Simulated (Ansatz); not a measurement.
Two members of one family (E4), computed with Ansatz in the gas phase. Binding counts from free atoms in the multiplicity of their measured ground term, without zero-point energy. A dash marks a value that wasn't run or was left out as unsound. The structures are stationary points that may keep the symmetry of their start. Remarks come from the PBE and PBE0 runs and from stability tests at other levels; not every state was tested. HOMO above LUMO (over both spins in singlets and doublets, within one spin in higher multiplets; at PBE or PBE0), or a gap under 0.15 eV within one spin, warns that the state may not be the lowest or that an electron is smeared out.

First: PPAsAs tetrahedron (singlet, charge 0, r2SCAN-D4/def2-SVP geometry).

Cartesian coordinates in Å:
```
P 1.309 0.327 0.310
P -0.403 -0.952 0.920
As -0.058 -0.567 -1.352
As -0.848 1.192 0.122
```

```csv
level,HOMO (eV),LUMO (eV),gap (eV),vertical IE (eV),vertical triplet (eV),binding per atom (eV)
LDA (SPW92)/def2-TZVP,-6.42,-2.02,4.39,–,–,3.73
PBE-D4/def2-TZVP,-6.25,-1.82,4.43,9.04,3.95,3.14
PBE0-D4/def2-SVP,-7.32,-1.10,6.22,–,–,2.81
PBE0-D4/def2-TZVP,-7.22,-1.09,6.13,9.15,3.91,2.93
LC-ωPBE/def2-TZVP,-9.59,0.88,10.47,–,–,2.63
```

Remarks: gap within one spin near zero at PBE or PBE0 (+1 doublet).

Second: PAsAsAs tetrahedron (singlet, charge 0, r2SCAN-D4/def2-SVP geometry).

```csv
atom,x (Å),y (Å),z (Å)
P1,0.578,0.686,-1.077
As2,-0.004,0.898,1.177
As3,0.810,-1.209,0.272
As4,-1.383,-0.375,-0.373
```

Question: Estimate the same table for the second.

Answer: 
```
                level  HOMO (eV)  LUMO (eV)  gap (eV)  vertical IE (eV)  vertical triplet (eV)  binding per atom (eV)
LDA (SPW92)/def2-TZVP      -6.32      -2.01      4.31                 –                      –                   3.62
     PBE-D4/def2-TZVP      -6.14      -1.79      4.35              8.88                   3.91                   3.02
     PBE0-D4/def2-SVP      -7.16      -1.07      6.09                 –                      –                   2.71
    PBE0-D4/def2-TZVP      -7.10      -1.09      6.01              9.00                   3.88                   2.80
    LC-ωPBE/def2-TZVP      -9.43       0.85     10.28                 –                      –                   2.49
```

Remarks: gap within one spin near zero at PBE or PBE0 (+1 doublet).
